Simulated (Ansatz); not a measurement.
Computed with Ansatz on PBE0-D4/def2-TZVP structures; ΔE is electronic, products minus reactants. CCSD(T)/CBS adds triple-zeta CCSD(T) − MP2 to the extrapolated MP2 energy (def2 sets, frozen cores). Functionals use def2-TZVPP. Elements past krypton have def2 core potentials. For Sn outer-core shells are correlated without core-valence functions, which leaves a few kJ/mol of doubt a bond. One conformer a species, not always the lowest.

Reaction (cleavage of the B–Sn bond): `[BH2][SnH2][SiH3]` + `CBS` → `BSBC` + `[SiH3][SnH3]`

`[BH2][SnH2][SiH3]`:

```xyz
10

B    -0.135   -2.074   -0.654
Sn   -0.314    0.132   -0.961
Si    0.348    1.309    1.230
H    -1.052   -2.704   -0.221
H     0.897   -2.636   -0.862
H    -1.905    0.626   -1.348
H     0.716    0.722   -2.194
H     1.744    0.955    1.603
H     0.255    2.785    1.075
H    -0.556    0.887    2.333
```

`CBS`:

```xyz
8

C    -0.920    0.117   -0.594
B     0.372    0.213    0.272
S     1.271   -1.270    0.683
H    -0.807    0.735   -1.492
H    -1.762    0.556   -0.045
H    -1.199   -0.892   -0.903
H     0.784    1.260    0.674
H     2.261   -0.719    1.405
```

`BSBC`:

Z-matrix (Å, degrees):
```
C
B 1 1.552
H 1 1.097 2 109.5
H 1 1.097 2 109.0 3 -114.1
H 1 1.091 2 115.5 3 123.3
S 2 1.815 1 120.6 3 -124.7
H 2 1.195 1 122.0 3 55.5
B 6 1.789 2 103.7 1 -179.7
H 8 1.191 6 120.3 2 -0.0
H 8 1.192 6 117.2 2 179.9
```

`[SiH3][SnH3]`:

```xyz
8

Si   -0.623    1.129    0.258
Sn    0.590   -1.069   -0.245
H    -1.826    0.870    1.093
H    -1.052    1.780   -1.008
H     0.278    2.055    0.992
H     1.099   -1.822    1.200
H     1.969   -0.792   -1.214
H    -0.436   -2.151   -1.076
```

```
             level  ΔE (kcal/mol)
          PBE-QIDH          -19.9
              PBE0          -19.5
           r2SCANh          -20.0
RPA@PBE/def2-TZVPP          -18.3
  CCSD(T)/def2-SVP          -20.3
     HF/def2-QZVPP          -20.0
      HF/CBS(def2)          -20.0
     MP2/CBS(def2)          -19.5
```

(1) What does CCSD(T)/CBS give? (An estimate is asked.)

Largest T1 diagnostic among the species: 0.014.

Answers

(1) Ansatz gave: -18.7 kcal/mol. The listed levels differ from it by -1.2, -0.8, -1.3, 0.4, -1.6, -1.3, -1.3, -0.8 kcal/mol.

From BLYP to BHLYP (50 % exact exchange), in def2-TZVPP and without D4, ΔE moves by −1.0 kcal/mol. At CCSD(T), def2-SVP lies −1.7 kcal/mol from the extrapolated value and def2-TZVPP −0.3 kcal/mol. Leaving LDA and LC-ωPBE aside and taking each functional with its dispersion term where it has one, the values, not all of them listed here, spread over 2.9 kcal/mol, from B97M-V to PBE-D4. LDA lies −1.3 kcal/mol from PBE without D4.
